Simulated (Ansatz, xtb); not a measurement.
A geometry optimisation of H5OSi3 with r2SCAN-D4/def2-SVP

The starting geometry of this gas-phase doublet was built from a drawn formula by distance geometry and a force field; its bonds are those of `[OH+]1[SiH-][SiH][SiH2]1`.

```xyz
9

O     3.4373    1.7068    0.2514
Si    4.1901    0.4236   -0.5183
Si    2.3215    0.1442   -1.8373
Si    1.8580    1.2384    0.0500
H     3.6510    1.7222    1.2217
H     4.3196   -0.6613    0.5216
H     1.8919   -1.2868   -1.7551
H     0.9780    2.4321   -0.0743
H     1.4503    0.4265    1.2186
```

Task: Where would you expect an optimisation with r2SCAN-D4/def2-SVP to take it?

Result: It keeps its bonds, and is `[OH+]1[SiH-][SiH][SiH2]1`. Distances that change by over a tenth: O1–Si2 (1.67 → 1.88 Å), O1–Si4 (1.66 → 1.84 Å).

The energy falls by 1.44 eV over 26 steps:

| step | E − E(last) (eV) |
| --- | --- |
| 1 | 1.443 |
| 4 | 0.062 |
| 7 | 0.035 |
| 9 | 0.030 |
| 12 | 0.027 |
| 15 | 0.021 |
| 18 | 0.006 |
| 20 | 0.003 |
| 23 | 0.000 |
| 26 | 0.000 |

Final geometry (Å):

```tsv
atom	x (Å)	y (Å)	z (Å)
O	3.2581	1.1356	0.7683
Si	4.1539	0.4835	-0.7523
Si	2.1919	-0.0191	-1.9691
Si	1.6104	1.2098	-0.0580
H	3.6072	1.7581	1.4309
H	5.0628	-0.5530	-0.1400
H	2.1496	-1.2618	-1.0607
H	1.4010	2.6922	-0.1234
H	0.6629	0.7006	0.9826
```

From the same start GFN2-xTB ends elsewhere, differing in O1–Si2 (3.73 against 1.88 Å here).

No frequencies were run, so the end isn't proven a minimum. Open shells are spin-unrestricted. Run with Ansatz 0.2.0, 84 s on 2 threads of Intel(R) Xeon(R) 6975P-C (Granite Rapids), with other jobs on the host.
